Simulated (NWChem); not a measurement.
CH6AlFOSi; SMILES [Al]([SiH3])([O]C)[F]

```xyz
11

Al    -0.1752     0.0164    -0.0059
F     -1.8134     0.3330    -0.0084
O      0.9052     1.3077     0.0009
C      0.9999     2.6937     0.0037
H      1.5732     3.0442    -0.8723
H      0.0125     3.1893    -0.0190
H      1.5317     3.0440     0.9057
Si     0.6901    -2.2503    -0.0049
H      1.4220    -2.5230     1.2724
H      1.6551    -2.4381    -1.1334
H     -0.4041    -3.2595    -0.1440
```
Atoms are numbered in this order, from 1.

Program: NWChem. Geometry: optimised at PBE0/def2-SVP. GIAO values for the isolated, static molecule; σ is the absolute isotropic shielding, δ = σ(reference) − σ with the isolated reference molecule computed at the same levels (13C: tetramethylsilane, 19F: trichlorofluoromethane, 1H: tetramethylsilane, 17O: water, 29Si: tetramethylsilane).

For level KT2/pcSseg-1:

```
Quantity                  Value
-----------------------  ------
σ Al1 (ppm)               454.2
δ F2 (ppm)               -143.7
δ O3 (ppm)                 63.9
δ Si8 (ppm)              -137.1
δ H9 (rotor mean) (ppm)    3.10
```

Q: How do the values read with level LDA (Slater exchange, VWN5)/pcSseg-1 instead?

A: 
- σ Al1 (ppm): 419.9
- δ F2 (ppm): -135.2
- δ O3 (ppm): 74.9
- δ Si8 (ppm): -153.4
- δ H9 (rotor mean) (ppm): 3.22
